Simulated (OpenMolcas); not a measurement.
Computed levels of 4s2 4p3 in ions with 33 electrons, in cm-1 above 4S* 3/2.

```yaml
Program: OpenMolcas 26.06
Method: CASSCF
Basis: ANO-R3
Scalar_Hamiltonian: X2C, finite nucleus
Spin-orbit_coupling: RASSI with atomic mean-field integrals over the reference wave functions, term energies averaged over their components
```

Active space for each ion: 3 electrons in 3 orbitals (4p).

| Level | As | Br2+ | Kr3+ |
| --- | --- | --- | --- |
| 2D* 3/2 | 14504 | 19920 | 21968 |
| 2D* 5/2 | 14686 | 20665 | 23198 |
| 2P* 1/2 | 24248 | 34143 | 38260 |
| 2P* 3/2 | 24491 | 35147 | 39940 |

Task: Estimate 2D* 3/2, 2D* 5/2 for Se+ from its neighbours As and Br2+.

Result: 2D* 3/2 is another term, which grows about linearly with the charge: (14504 + 19920) / 2 = 17212. The calculation gives 17496, so the estimate is off by -1.6 %; the measured value is 13168 (NIST Handbook of Basic Atomic Spectroscopic Data).
2D* 5/2 is another term, which grows about linearly with the charge: (14686 + 20665) / 2 = 17676. The calculation gives 17900, so the estimate is off by -1.3 %; the measured value is 13784 (NIST Handbook of Basic Atomic Spectroscopic Data).

With the s shell closed, the reference lacks s² → p² mixing. Without dynamic correlation excited terms often stand tens of per cent too high (terms of higher spin than the ground term too low), and those without a measured partner can miss by more than the paired ones (holds for As; Se+). Measured partners are found by configuration, term and J. A level has none where our copy of the source lacks it or the pairing is in doubt (some pairs that miss far off the trend of their configuration count as doubtful), and it then counts in no deviation. Only configurations of the active space appear.

* marks odd parity.
